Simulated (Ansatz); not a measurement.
System: sum formula HSiO, charge -1, multiplicity 1. It need not be the lowest isomer of its formula. Whether it binds its extra electron was not tested at this geometry. 
Structure (B3LYP-D3(BJ)/def2-TZVP (Ansatz, an electronic-structure program) minimum search):
```xyz
3

Si    -0.0850    -0.5229     0.0236
O     -0.0355     1.0435    -0.0421
H      1.4737    -1.0276     0.0065
```
Charge -1, spin multiplicity 1.

Basis-set convergence of Hartree-Fock and MP2 correlation energies (hartree) with Ansatz. Valence correlation only, unless marked. Spin-orbit coupling is left out. Non-relativistic. This anion needs diffuse functions, which these sets lack.

The Hartree-Fock reference is unstable (checked in the largest basis), which strains HF and MP2. 

```csv
basis,functions,E(HF),"E(corr, MP2)"
cc-pV(D+d)Z,42,-364.35358,-0.28742
cc-pV(T+d)Z,83,-364.40425,-0.36441
cc-pV(Q+d)Z,149,-364.41894,-0.39425
cc-pV(5+d)Z,246,[?],[?]
```

Task: Fill in the missing entries.

Result: 
- cc-pV(5+d)Z, E(HF): -364.42276
- cc-pV(5+d)Z, E(corr, MP2): -0.40716
